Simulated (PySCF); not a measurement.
Compound: C₃H₉PSi.
SMILES with atom numbers: `[PH2:1][SiH2:2][CH:3]1[CH2:4][CH2:5]1` (hydrogens: H6, H7 on P1; H8, H9 on Si2; H10 on C3; H11, H12 on C4; H13, H14 on C5)

Method: PySCF 2.14.0, PBE0-D3(BJ)/def2-SVP geometry optimisation, gas phase; density fitting, grid level 1; the optimiser is geomeTRIC in internal coordinates, started from a GFN2-xTB structure with every atom displaced at random (about 0.01 Å).

Step 0: E = -20405.2168 eV
```
atom  x, y, z in Å  |  force x, y, z in eV/Å
P1      1.8718   -1.8712    0.9533   -1.084  -0.593  -0.112
Si2     1.0002   -0.5329   -0.6596   -0.661  -0.128   0.700
C3     -0.8258   -0.2283   -0.2477    1.697  -0.187  -0.041
C4     -1.4595    1.0256   -0.7135   -2.390  -0.759   0.292
C5     -1.1865    0.8454    0.7284   -0.595  -0.009   0.515
H6      1.8838   -0.8590    1.9211   -0.083   0.462   0.461
H7      3.1804   -1.6289    0.5983    1.181   0.136  -0.371
H8      1.1465   -1.2472   -1.9333    0.057  -0.236  -0.480
H9      1.6939    0.7702   -0.7570    0.117   0.321  -0.024
H10    -1.4299   -1.1161   -0.1977   -0.477  -0.582  -0.103
H11    -0.9241    1.7382   -1.2634    1.125   1.198  -0.922
H12    -2.5162    0.9557   -1.0223    0.275   0.044  -0.006
H13    -0.4260    1.4676    1.1568    0.766   0.350   0.362
H14    -2.0156    0.6661    1.4289    0.072  -0.017  -0.270
```

Q: Estimate the geometry and energy of step 1. (The exact step hangs on the optimiser's Hessian estimate; all steps are aligned on step 0, rigid shifts and turns removed.)

A: E = -20405.3745 eV, largest force 0.562 eV/Å
```
atom  x, y, z in Å  |  force x, y, z in eV/Å
P1      1.8670   -1.8932    0.9678    0.201   0.169   0.030
Si2     0.9913   -0.5473   -0.6358   -0.064   0.082  -0.107
C3     -0.8079   -0.2244   -0.2470   -0.028  -0.239   0.034
C4     -1.5053    1.0280   -0.7135    0.363   0.341  -0.262
C5     -1.1868    0.8596    0.7321    0.067   0.093   0.077
H6      1.8741   -0.8448    1.9506    0.002  -0.116  -0.095
H7      3.2321   -1.6522    0.5721   -0.231  -0.040   0.058
H8      1.1504   -1.2489   -1.9518    0.002   0.008   0.063
H9      1.6809    0.7822   -0.7296    0.013  -0.034   0.022
H10    -1.4389   -1.1241   -0.2097    0.072   0.078  -0.008
H11    -0.9253    1.7700   -1.2919   -0.167  -0.243   0.188
H12    -2.5425    0.9437   -1.0348   -0.150  -0.039  -0.021
H13    -0.3883    1.4777    1.1607   -0.049  -0.034  -0.026
H14    -2.0080    0.6587    1.4231   -0.030  -0.025   0.047
```

The energy changes by -0.1577 eV. The first-order estimate −F·Δx gives -0.3816 eV and the mean of the old and new forces, exact on a quadratic surface, -0.1642 eV. The step makes an angle of 47° with the force vector and moves no atom by more than 0.062 Å.

The cost below is that of the whole optimisation. Time: 21 s of wall time; peak memory 0.49 GiB. Hardware: Arm Neoverse V2, one thread, no GPU, on a shared host.
